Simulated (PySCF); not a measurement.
# Ions at one geometry of [Bi(NH3)3]3+

PySCF 2.14.0, RKS PBE0, Bi def2-SVP with ECP60, N def2-SVP, H def2-SVP; non-relativistic Hamiltonian with scalar-relativistic core potentials where named; density fitting; no spin-orbit coupling; singlets restricted, open shells unrestricted. The geometry is relaxed for charge +3, singlet, vacuum:

```xyz
13

Bi    0.0000    0.0000   -1.0729
N     2.0064    0.0564    0.1770
H     1.9369    0.0296    1.2094
H     2.6288   -0.7339   -0.0808
H     2.5617    0.9055   -0.0424
N    -1.0520    1.7093    0.1770
H    -0.9940    1.6626    1.2094
H    -0.6788    2.6435   -0.0808
H    -2.0650    1.7658   -0.0424
N    -0.9543   -1.7658    0.1770
H    -0.9428   -1.6922    1.2094
H    -1.9500   -1.9097   -0.0808
H    -0.4967   -2.6712   -0.0424
```

Energies count from the relaxed state; an electron taken off or put on is at rest in vacuum. Charges and spins are Mulliken's.

```tsv
state	energy (eV)	spin squared	charge on Bi1 (e)	spin on Bi1 (e)	dipole about the centre of mass (D)
charge +3, singlet, vacuum	0.00	0.00	1.54	0.00	8.63
charge +2, doublet, vacuum	-14.79	0.75	0.91	0.89	7.87
```

Task: What does the state charge +4, doublet, vacuum give?

Result: energy (eV) 26.63, spin squared 0.77, charge on Bi1 (e) 1.82, spin on Bi1 (e) 0.22, dipole about the centre of mass (D) 10.88.

With an electron taken off (doublet) the charges change, summed by element, by Bi +0.28 e, N +0.27 e, H +0.44 e. The vertical ionisation energy is 26.63 eV, against −ε(HOMO) = 24.54 eV of the relaxed state. The level lies 2.1 eV too high, as is usual for semilocal functionals and global hybrids, which keep a self-interaction error.

With an electron put on (doublet) the charges change, summed by element, by Bi -0.63 e, N +0.05 e, H -0.42 e. The vertical electron affinity is 14.79 eV, against −ε(LUMO) = 16.80 eV of the relaxed state.

Open shells may have lower solutions than those found.
